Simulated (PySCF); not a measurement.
Excitation energy of S²⁺ by level of theory

S²⁺ [Ne] 3s2 3p2 (3P) → S²⁺ [Ne] 3s2 3p1 4s1 (3P), as a difference of total energies. Calculation: PySCF 2.14, in aug-cc-pV(T+d)Z with one added diffuse shell each of s, p, d, f type (7s6p5d3f, 71 functions); no relativity, point nucleus. Correlated levels: valence: [Ne] frozen. The calculations carry no spin-orbit coupling.

| method | excitation energy (eV) |
| --- | --- |
| UHF | 17.945 |
| LDA | 17.862 |
| PBE | 17.904 |
| PBE0 | 18.068 |
| r2SCAN | 18.456 |
| BLYP | 17.759 |
| M06-L | 18.784 |
| HSE06 | 18.036 |
| wB97M-V | 17.761 |
| MP2 (valence) | 18.027 |
| SCS-MP2 (valence) | 18.010 |

Task: How much does correlation contribute at MP2 (valence)?

Result: 18.027 − (17.945) = 0.082 eV, measured against UHF.

A first-order spin-orbit estimate (lowest level to lowest level, LS coupling) adds -0.007 eV.

The promoted electron is Rydberg-like, and one or two diffuse shells describe it only roughly, which tends to raise the upper state.
